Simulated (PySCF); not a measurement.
ZnClBr, SMILES [Br][Zn][Cl]. Coordinates come from a PBE0-D3(BJ)/def2-TZVP optimisation.

Give the equilibrium geometry at PBE0-D3(BJ)/def2-TZVP (PySCF confirms it by a frequency run) as a Z-matrix, and its point group. (An estimate is asked for; the answer gives what the named calculation found.)

point group C∞v.
```
Zn
Cl 1 2.0877
Br 1 2.2206 2 180.00
```
Charge 0, spin multiplicity 1.
